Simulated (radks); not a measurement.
Results of a calculation; reference values are marked as such.
Q: These are the eigenvalues of the occupied orbitals of an atom or ion with whole-number occupations (eV). Code: a radial shooting solver on a logarithmic mesh with Libxc functionals. Model: scalar-relativistic Kohn-Sham, exchange-only PBE, spin-polarised, spherical densities, finite nucleus; Fermi nuclear charge, rms radius of each element as measured or else 0.836 A^(1/3) + 0.57 fm.

| orbital | eigenvalue |
|---|---|
| 1s up | -63238.67 |
| 1s down | -63238.65 |
| 2s up | -10775.02 |
| 2s down | -10775.01 |
| 2p up | -9482.480 |
| 2p down | -9482.471 |
| 3s up | -2450.537 |
| 3s down | -2450.534 |
| 3p up | -2062.527 |
| 3p down | -2062.525 |
| 3d up | -1596.243 |
| 3d down | -1596.239 |
| 4s up | -496.8206 |
| 4s down | -496.8171 |
| 4p up | -369.4853 |
| 4p down | -369.4787 |
| 4d up | -203.2936 |
| 4d down | -203.2796 |
| 5s up | -72.6322 |
| 5s down | -72.5082 |
| 5p up | -43.1563 |
| 5p down | -42.9161 |
| 4f up | -21.0741 |
| 4f down | -21.0204 |
| 6s up | -13.4718 |
| 7s up | -4.7598 |

Which element is it, and in what charge state? The configuration may be excited. Open shells, if any, are filled with parallel spins first.

A: Z = 71, lutetium, charge +1: Lu+ in [Xe] 4f14 6s1 7s1. The list shows which subshells hold electrons but not how many an open one holds; the 1s level, -2324 hartree, gives Z - s = 68.2 by -(Z - s)^2/2, which with screening and relativity narrows Z to a few neighbours, and the depths of the outer levels then fix element, charge and occupations together.
